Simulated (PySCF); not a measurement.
Molecule: SMILES [SiH3][SiH2][SiH2][SiH3], H₁₀Si₄.

Molfile (atoms numbered from 1):
```
H10Si4
     RDKit          3D

 14 13  0  0  0  0  0  0  0  0999 V2000
    2.9491   -0.1668    0.1646 Si  0  0  0  0  0  4  0  0  0  0  0  0
    0.7265   -0.9091    0.2223 Si  0  0  0  0  0  4  0  0  0  0  0  0
   -0.7195    0.8792   -0.2420 Si  0  0  0  0  0  4  0  0  0  0  0  0
   -2.9560    0.1816   -0.1576 Si  0  0  0  0  0  4  0  0  0  0  0  0
    3.1309    0.9236    1.1716 H   0  0  0  0  0  0  0  0  0  0  0  0
    3.2546    0.3787   -1.1938 H   0  0  0  0  0  0  0  0  0  0  0  0
    3.9043   -1.2763    0.4697 H   0  0  0  0  0  0  0  0  0  0  0  0
    0.5151   -1.9891   -0.7938 H   0  0  0  0  0  0  0  0  0  0  0  0
    0.4053   -1.4707    1.5732 H   0  0  0  0  0  0  0  0  0  0  0  0
   -0.4029    1.4174   -1.6038 H   0  0  0  0  0  0  0  0  0  0  0  0
   -0.4850    1.9732    0.7541 H   0  0  0  0  0  0  0  0  0  0  0  0
   -3.1776   -0.9062   -1.1593 H   0  0  0  0  0  0  0  0  0  0  0  0
   -3.8854    1.3147   -0.4554 H   0  0  0  0  0  0  0  0  0  0  0  0
   -3.2609   -0.3512    1.2059 H   0  0  0  0  0  0  0  0  0  0  0  0
  1  2  1  0
  2  3  1  0
  3  4  1  0
  1  5  1  0
  1  6  1  0
  1  7  1  0
  2  8  1  0
  2  9  1  0
  3 10  1  0
  3 11  1  0
  4 12  1  0
  4 13  1  0
  4 14  1  0
M  END
```

Geometry PBE0-D3(BJ)/def2-SVP throughout; GIAO in PySCF, gas phase, one conformer, non-relativistic; equivalent atoms averaged; functional PBE0.

For orientation, def2-TZVP gives these shifts δ (against TMS at the same level): Si2/Si3 -117.3, Si1/Si4 -105.7, H5/H6/H7/H12/H13/H14 3.96, H8/H9/H10/H11 3.74 ppm.

A run gave: Si2/Si3 -95.9, Si1/Si4 -87.6, H5/H6/H7/H12/H13/H14 3.66, H8/H9/H10/H11 3.44 ppm (shifts δ (against TMS at the same level)).

Problem. Which basis set was used in that run?
A. cc-pVDZ
B. pcSseg-2
C. 6-311+G(2d,p)
D. pcSseg-0
E. 6-31G

Solution. A. Si1/Si4 tells them apart best: cc-pVDZ gives -87.6, 6-311+G(2d,p) gives -103.1, pcSseg-2 gives -105.9, pcSseg-0 gives -154.5, 6-31G gives -78.7 ppm.
